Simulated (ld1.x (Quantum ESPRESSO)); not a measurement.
The numbers below are computed, except where a source is named.
Hardness and transferability of assorted potentials

Generated with ld1.x 7.5 (TM, RRKJ, ultrasoft, PAW), atompaw 4.2 or ONCVPSP 4.0.1. The cutoff is in Ry: for ld1.x and atompaw files where the sum of valence levels is converged to 10 mRy in a Bessel basis, for ONCV files where the hardest occupied wave has 1 mHa per electron of residual kinetic energy. The error is the largest all-electron minus pseudo excitation energy over each file’s own four to seven test configurations (ionisations up to +4, promotions, holes and added fractions of an electron), all of which were solved. The labels leave out finer settings (local radius, basis sizes, second energies), which also bear on the numbers. Spin-polarised tests are not counted. The rows are a selection from randomly drawn settings: files with unsolved tests, undetermined cutoffs or missed reference levels are left out.

A true bound ghost makes a file unfit for plane-wave use even where its test errors are small: the radial tests pick states by their node count and pass the ghost by.

| element | potential | cutoff (Ry) | largest error (meV) | bound ghosts |
| --- | --- | --- | --- | --- |
| B | PAW, LDA (PZ), scalar-relativistic, rc 1.75/2.70 (sp), local smoothed, core correction yes, reference 2s2 2p0.75 | 8 | -3.2 | none |
| F | ultrasoft, LDA (PZ), non-relativistic, rc 0.90/0.85 (sp), local smoothed, core correction no, reference 2s2 2p5 | 100 | +79 | none |
| Ti | TM semilocal, PBE, scalar-relativistic, rc 2.45/3.45/2.00 (spd), local d, core correction no, reference 3d2 4s2 4p0 | 50 | +452 | none |
| Mn | TM semilocal, LDA (PZ), scalar-relativistic, rc 1.85/2.80/2.00 (spd), local s, core correction yes, reference 3d5 4s0 4p0 | 70 | -270 | none |
| Zr | ultrasoft, PBE, scalar-relativistic, rc 3.25/3.80/2.15 (spd), local smoothed, core correction no, reference 4d2 5s2 5p0 | 18 | +223 | none |
| Ta | TM semilocal, PBEsol, scalar-relativistic, rc 1.50/1.50/3.34 (spd), local d, core correction yes, reference 5s2 5p6 5d3 6s0 6p0 | 80 | +1384 | none |

Task: Fill in the row for Pb: TM, LDA (PZ), scalar-relativistic, rc 2.10/2.25/2.10 (spd), local p, core correction no, reference 6s2 6p2.

Result: cutoff 21 Ry, largest error +279 meV, bound ghosts: d.

Task: Fill in the row for S: ultrasoft, revPBE, non-relativistic, rc 1.45/1.80/1.50 (spd), local smoothed, core correction yes, reference 3s2 3p2.

Result: cutoff 18 Ry, largest error +45 meV, bound ghosts: none.

Task: Fill in the row for N: TM semilocal, PBE, scalar-relativistic, rc 1.00/1.70/1.60 (spd), local p, core correction no, reference 2s2 2p2.

Result: cutoff 55 Ry, largest error +1265 meV, bound ghosts: none.
